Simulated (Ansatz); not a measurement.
Consider the ligand exchange at the Si–Br bond: `O[Si](F)(Br)O[SiH3]` + `O[SiH3]` → `O[Si](F)(O[SiH3])O[SiH3]` + HBr.

Computed with Ansatz on PBE0-D4/def2-TZVP structures; ΔE is electronic, products minus reactants. CBS: MP2 limit from def2 TZ/QZ plus the TZ coupled-cluster correction, frozen cores. DFT in def2-TZVPP. B3LYP here is the variant with VWN-RPA as its local correlation; programs differ in this. For Br outer-core shells are correlated without core-valence functions, which leaves a few kJ/mol of doubt a bond. Scalar relativity is left out up to krypton. One conformer a species, not always the lowest.

Task: Is it downhill or uphill in electronic energy at CCSD(T)/CBS, and by how much? (An estimate is asked.)

Result: Computed: Downhill: ΔE = -10.5 kcal/mol.

Task: What do these levels give: PBE-D4, r2SCAN-D4, ωB97X-V, ωB97M-V, B3LYP, CCSD(T)/def2-TZVPP? (Best estimate.)

Result: Ansatz gave: PBE-D4 -7.5, r2SCAN-D4 -10.1, ωB97X-V -10.3, ωB97M-V -10.2, B3LYP -11.1, CCSD(T)/def2-TZVPP -11.8 kcal/mol.

Largest T1 diagnostic among the species: 0.011.

In def2-TZVPP, CCSD(T) changes the Hartree–Fock value by +3.0 kcal/mol (the triples alone add +0.7 kcal/mol) and MP2 by +4.7 kcal/mol. From PBE to PBE0 (25 % exact exchange), in def2-TZVPP and without D4, ΔE moves by −1.4 kcal/mol.
